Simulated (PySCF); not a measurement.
**Spinor energies of Br²⁵⁺ (bromine, charge +25)**

Start: [Ne]. Calculated with PySCF 2.14 in an even-tempered Gaussian basis (18 s from 1.8 bohr⁻², ratio 2.6; 13 p from 2.3 bohr⁻², ratio 2.6; 6 d from 2.4 bohr⁻², ratio 2.8; 3 f from 64 bohr⁻², ratio 2.8): generalised Hartree-Fock with the X2C-1e Hamiltonian and a Gaussian nucleus; spin-orbit coupling (SO) screened by Boettger's factors.

| spinor shell | electrons | ε, screened SO (eV) | weight of nominal j (screened SO) | rms radius, screened SO (bohr) |
| --- | --- | --- | --- | --- |
| 1s1/2 | 2 | -14762.2 | 1.000 | 0.0492 |
| 2s1/2 | 2 | -2956.8 | 1.000 | 0.201 |
| 2p1/2 | 2 | -2782.1 | 1.000 | 0.176 |

(1) Where does 2p3/2 lie, and what is the 2p spin-orbit splitting (screened SO)?

```csv
quantity,screened SO
E (hartree),-2188.92382
M_J,0
⟨J²⟩,0.000
⟨L²⟩,0.001
⟨S²⟩,0.001
```

Answers

(1) At -2731.9 eV, 50.180 eV above 2p1/2.
